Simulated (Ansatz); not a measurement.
The cluster B8H13⁻. The state is a singlet with charge -1. Geometry r2SCAN-D4/def2-SVPD, basis def2-TZVPD, Ansatz.

Cartesian coordinates in Å:
```
B 0.0414 0.4728 -1.5506
B -1.3685 -0.4058 1.1097
B 1.2898 0.0517 -0.2556
B -1.1936 -0.8423 -0.7005
B 0.4229 -1.1244 -1.1265
B 0.1263 -1.1914 0.5464
B 0.5928 1.6916 -0.2484
B 0.8405 0.1766 1.5022
H -1.5747 0.7234 1.4906
H -1.9519 -1.6498 -1.1853
H 1.7911 -0.3701 2.0530
H 0.2729 0.7087 -2.7137
H -0.1796 2.2159 0.5204
H 0.7785 -1.9625 -1.9059
H 0.4208 -2.2707 1.0042
H 2.4824 -0.0676 -0.4132
H 1.3635 2.4817 -0.7600
H -1.8922 0.0590 -0.1373
H -2.1037 -1.2231 1.6308
H 0.4059 1.0484 2.2018
H -0.5645 1.4781 -1.0620
```

```tsv
run	HOMO (eV)	LUMO (eV)
A	-1.72	2.13
B	-3.97	3.50
C	-2.74	2.91
D	-1.90	2.32
E	-5.15	4.04
F	-4.89	4.07
```

LC-ωPBE has ω = 0.4 bohr⁻¹. Another isomer (singlet) lies 1.45 eV lower at PBE0-D4/def2-TZVPD; other spin states weren't run for this one.

Q: The runs used CAM-B3LYP, LC-ωPBE, PBE, PBE0, r2SCAN, ωB97X-V. Estimate which is which.

A: A PBE (0 % exact exchange); B CAM-B3LYP (range-separated); C PBE0 (25 % exact exchange); D r2SCAN (0 % exact exchange); E LC-ωPBE (range-separated); F ωB97X-V (range-separated). Exact exchange lowers occupied and raises empty levels; among semilocal functionals meta-GGAs tend to open the gap a little, and such runs are hard to tell apart. The gap grows from 3.85 eV (PBE) to 9.18 eV (LC-ωPBE).
